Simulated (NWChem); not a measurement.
CH4BFSe; SMILES CB(F)[SeH]

```xyz
8

B     -0.0561     0.9342     0.0000
F     -1.2721     1.4771     0.0000
C      1.1941     1.8715     0.0000
H      1.1471     2.5336    -0.8816
H      2.1625     1.3556     0.0000
H      1.1471     2.5336     0.8816
Se    -0.0388    -1.0145     0.0000
H      1.4256    -1.1253     0.0000
```
Atoms are numbered in this order, from 1.

Program: NWChem. Geometry: optimised at PBE0/def2-SVP.

Taking PBE0/pcseg-2 as the yardstick, which of these has the fewest basis functions while keeping “dipole (D)” within 0.1 D of it: PBE0/STO-3G; PBE0/pcseg-1; PBE0/aug-pcseg-1; PBE0/def2-SVP?

PBE0/pcseg-1.
```
level             basis functions  dipole (D)
----------------  ---------------  ----------
PBE0/STO-3G                    37        1.59
PBE0/pcseg-1                   89        1.95
PBE0/def2-SVP                  94        1.90
PBE0/aug-pcseg-1              141        1.82
PBE0/pcseg-2                  189        1.87
```

The yardstick is one finite set, not the basis-set limit.
